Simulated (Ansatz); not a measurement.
`[CH3][In]([F])[GeH3]` and `[CH3][In]([F])[O][SiH3]` differ in one atom or group.

Ansatz, PBE0-D4/def2-TZVP geometries, multiplicity 1. Each molecule was computed in one conformer, which needn't be the lowest.

Elements past krypton have def2 core potentials. Scalar relativity is left out up to krypton.

```csv
property,`[CH3][In]([F])[GeH3]`
size of the dipole moment (B3LYP/def2-TZVPP) / D,3.26
HOMO–LUMO gap (B3LYP/def2-TZVPP) / eV,5.39
HOMO–LUMO gap (ωB97M-V/def2-TZVPP) / eV,9.39
HOMO–LUMO gap (PBE0/def2-TZVPP) / eV,5.87
LUMO energy (ωB97M-V/def2-TZVPP) / eV,-0.11
LUMO energy (PBE0/def2-TZVPP) / eV,-1.62
```

Give the same properties after the change, and the shifts. (Best estimate.)

Computed: 
```
                                        property  `[CH3][In]([F])[O][SiH3]`  shift
size of the dipole moment (B3LYP/def2-TZVPP) / D                       4.09   0.83
           HOMO–LUMO gap (B3LYP/def2-TZVPP) / eV                       6.23   0.84
         HOMO–LUMO gap (ωB97M-V/def2-TZVPP) / eV                      10.84   1.45
            HOMO–LUMO gap (PBE0/def2-TZVPP) / eV                       6.78   0.91
           LUMO energy (ωB97M-V/def2-TZVPP) / eV                       0.21   0.32
              LUMO energy (PBE0/def2-TZVPP) / eV                      -1.56   0.06
```

With PBE0 the HOMO falls by 0.85 eV and the LUMO rises by 0.06 eV, so the gap widens by about 0.91 eV. PBE moves the HOMO by -0.55 eV and ωB97M-V by -1.13 eV. Dipoles are sizes alone; their direction can turn.

B3LYP here is the variant with VWN-RPA as its local correlation; programs differ in this.
